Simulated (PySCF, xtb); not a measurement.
SiFI3, SMILES F[Si](I)(I)I.

GFN2-xTB (xtb) at its own geometry gives an orbital gap of 4.72 eV and a dipole moment of 1.36 D.

The structure is a stationary point at B3LYP-D3(BJ)/def2-SVP. The def2 effective core potentials stand for the cores of I; spin–orbit coupling is left out.

Q: What does PySCF with HF/def2-TZVP give? (The exact figures need the calculation; the answer reports its results.)

A: gap 11.08 eV (levels -10.29 and 0.79 eV), dipole 1.06 D.
